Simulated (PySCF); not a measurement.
How methods differ on the ionisation energy of K²⁺

K²⁺ [Ne] 3s2 3p5 (2P) → K³⁺ [Ne] 3s2 3p4 (3P), as a difference of total energies. Calculation: PySCF 2.14, in jorge-DZP-DKH; scalar relativity by spin-free X2C-1e. Correlated levels: valence: [Ne] 3s2 frozen. The calculations carry no spin-orbit coupling.

```csv
method,ionisation energy (eV)
UHF,45.220
PBE,46.441
TPSS,46.498
MP2 (valence),45.414
SCS-MP2 (valence),45.427
CCSD (valence),45.429
CCSD(T) (valence),45.429
```

Question: How much does correlation contribute at CCSD(T) (valence)?

Answer: 45.429 − (45.220) = 0.209 eV, measured against UHF.

The reference lies between the lowest fine-structure levels, while these numbers refer to the centres of the terms.

Errors of the correlated levels include the incompleteness of this basis and the frozen core.

For comparison: 45.803 eV (semi-empirical (NIST evaluation); NIST Atomic Spectra Database, ionization energies).
